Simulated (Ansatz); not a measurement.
Geometry optimisation, Ansatz 0.2.0, RKS PBE0/def2-SVP.

Input:

```yaml
crystal:
  periodic: [false, false, false]
  atoms:
    - { symbol: Ge, position_ang: [-0.015104, 0.038505, -0.797255] }
    - { symbol: F, position_ang: [1.454539, 0.077972, 1.673059] }
    - { symbol: H, position_ang: [2.060972, -0.124285, 1.007049] }
    - { symbol: Cl, position_ang: [-1.412518, 1.717613, -0.690311] }
    - { symbol: F, position_ang: [-1.14879, -1.269205, -0.527742] }
basis:
  gaussian: { orbitals: def2-SVP }
hamiltonian:
  xc: pbe0
relax:
  f_tol: 0.03
  max_steps: 50
output:
  orbitals: {}
```

Command:

```bash
$ ansatz run input.yaml --threads 2 --pin off --max-ram 3072MiB --backend cpu --events-out ev --progress --plain --runs-dir out
```

**Question.** Where does it end, and by what steps?

**Answer.** It converged. After 27 steps the energy has fallen by 0.396 eV; H3 moved furthest, 1.17 Å.

```
step  energy less start (eV)  largest force component (eV/Å)  accepted
   0                  0.0000                           0.180       yes
   1                  0.0680                           2.772        no
   2                 -0.0226                           0.595       yes
   3                 -0.0445                           0.830       yes
   4                 -0.0663                           1.208       yes
   5                 -0.0647                           1.778        no
   6                 -0.1004                           0.384       yes
   7                 -0.1106                           0.273       yes
   8                 -0.1131                           0.447       yes
   9                 -0.1202                           0.488       yes
  10                 -0.1215                           0.469       yes
  11                 -0.0785                           1.833        no
  12                 -0.1314                           0.085       yes
  13                 -0.1420                           0.380       yes
  14                 -0.0971                           2.250        no
  15                 -0.1543                           0.288       yes
  16                 -0.1685                           0.468       yes
  17                 -0.1945                           0.422       yes
  18                 -0.2404                           0.516       yes
  19                 -0.2346                           2.272        no
  20                 -0.2773                           0.549       yes
  21                 -0.3123                           0.631       yes
  22                 -0.3511                           0.854       yes
  23                 -0.3781                           0.242       yes
  24                 -0.3861                           0.231       yes
  25                 -0.3948                           0.115       yes
  26                 -0.3951                           0.114       yes
  27                 -0.3958                           0.016       yes
```

```xyz
5
Properties=species:S:1:pos:R:3
Ge 0.097 0.150 -1.064
F 1.502 0.285 0.837
H 0.941 -0.448 1.056
Cl -1.334 1.621 -0.296
F -0.268 -1.167 0.133
```

Whether the end is a true minimum wasn't checked by a vibrational analysis.

The run took 100 s on 2 threads of Intel(R) Xeon(R) Platinum 8259CL CPU @ 2.50GHz (Skylake/Cascade Lake), on a shared host, peak memory 0.19 GiB.
